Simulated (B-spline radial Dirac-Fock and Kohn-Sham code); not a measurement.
Spin-orbit splitting of the 4d hole in neutral atoms, Pd to Pr. Level of theory: multi-electron Dirac-Fock with separately optimised hole states, Breit and Lamb-shift corrections added in first order; a radial atomic solver.

```
 Z  element  4d3/2 (eV)  4d5/2 (eV)  splitting (eV)
46       Pd        6.70        6.28          0.4194
47       Ag       11.38       10.84          0.5408
48       Cd       16.82       16.14          0.6787
49       In       24.33       23.49          0.8417
50       Sn       32.24       31.22           1.024
51       Sb       40.60       39.38           1.226
52       Te       49.43       47.98           1.450
53        I       58.73       57.03           1.697
54       Xe       68.49       66.52           1.968
55       Cs       84.21       81.95           2.264
56       Ba       100.6       98.02           2.589
57       La       115.2       112.2           2.944
58       Ce       122.1       118.8           3.262
59       Pr       121.6       118.1           3.545
```

Question: How does the splitting scale with Z?

Answer: A power law fitted over this range goes as Z^8.55. A fit of the fourth root gives (Z − 27.3)⁴, with a largest misfit of 9.2 %.

Values without a named source are computed, but for edge energies of neutral atoms, which are taken from tables.
